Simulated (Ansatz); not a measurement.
Reaction (ligand exchange at the Si–C bond): `[SiH3]C1BN1` + `C1[SiH2][AsH]1` → `[SiH3][As]1C[SiH2]1` + `B1CN1`

Calculated with Ansatz (gas phase, PBE0-D4/def2-TZVP geometries, no zero-point term in ΔE). CBS: MP2 limit from def2 TZ/QZ plus the TZ coupled-cluster correction, frozen cores. This one scheme is used for every species. DFT in def2-TZVPP. HSE06 is defined as in plane-wave codes. For As outer-core shells are correlated without core-valence functions, which leaves a few kJ/mol of doubt a bond. Scalar relativity is left out up to krypton.

```
             level  ΔE (kcal/mol)  difference from CCSD(T)/CBS
        r2SCANh-D4          -11.1                          0.0
          HSE06-D4          -12.0                         -0.9
            revPBE          -10.7                          0.4
             BHLYP           -9.3                          1.8
    MP2/def2-TZVPP          -11.8                         -0.7
SCS-MP2/def2-TZVPP          -10.7                          0.4
     HF/def2-QZVPP           -8.4                          2.7
    MP2/def2-QZVPP          -12.0                         -0.9
SCS-MP2/def2-QZVPP          -10.8                          0.3
     MP2/CBS(def2)          -12.3                         -1.2
       CCSD(T)/CBS          -11.1                            0
```

Largest T1 diagnostic among the species: 0.014.

At CCSD(T), def2-SVP lies +1.6 kcal/mol from the extrapolated value and def2-TZVPP +0.5 kcal/mol. Leaving LDA and LC-ωPBE aside and taking each functional with its dispersion term where it has one, the values, not all of them listed here, spread over 2.5 kcal/mol, from HSE06-D4 to CAM-B3LYP-D4.
